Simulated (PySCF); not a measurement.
A structure optimised at PBE-D3(BJ)/def2-SVP, used in a PySCF frequency run:

```xyz
11

C     -3.3510    -0.4757     0.0392
N     -2.0002    -0.4311    -0.4673
C     -1.0296    -0.2473     0.3507
Si     0.6936    -0.1927    -0.3960
F      1.5491    -1.4964     0.1000
Cl     1.6681     1.4879     0.3280
H     -3.4340    -0.3402     1.1454
H     -3.8106    -1.4460    -0.2458
H     -3.9539     0.3055    -0.4712
H     -1.1921    -0.1153     1.4552
H      0.6654    -0.1784    -1.8854
```

### Question
Write its SMILES and formula.

### Answer
C/N=C/[Si@H](F)Cl, C₂H₅ClFNSi

### Question
What are its rotational constants (standard atomic weights)?

### Answer
3.9480, 1.1391, 0.94104 GHz
